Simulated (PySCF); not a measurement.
# Zn²⁺ (zinc, charge +2) across methods

[Ar] 3d9 4s1, high-spin 3D determinant (an excited configuration). All numbers are calculated (PySCF 2.14, a scalar-relativistic core potential, in aug-cc-pwCVTZ-PP with ECP10MDF (8s8p7d4f3g, 122 functions)).

| method | E (hartree) | mean ε 3d α (eV) | mean ε 3d β (eV) | mean ε 4s α (eV) | Σ⟨r²⟩ (bohr²) | ⟨S²⟩ |
| --- | --- | --- | --- | --- | --- | --- |
| HSE06 | -225.7081 | -41.728 | -40.132 | -26.630 | 17.63 | 2.000 |
| LDA | -225.3236 | -39.170 | -37.574 | -26.401 | 17.69 | 2.000 |
| UHF | -224.76367 | -50.917 | -48.981 | -29.090 | 17.67 | 2.001 |
| M06-2X | -225.8490 | -45.948 | -44.204 | -27.399 | 17.72 | 2.001 |
| PBE0 | -225.7137 | -42.158 | -40.562 | -26.931 | 17.63 | 2.000 |
| wB97X-V | -225.7148 | -44.460 | -43.027 | -29.093 | 17.68 | 2.000 |
| PBE | -225.7487 | -38.907 | -37.401 | -26.027 | 17.69 | 2.000 |
| r2SCAN | -225.6507 | -39.267 | -37.638 | -26.453 | 17.60 | 2.001 |

Energies and moments cover only the electrons outside the core potential.
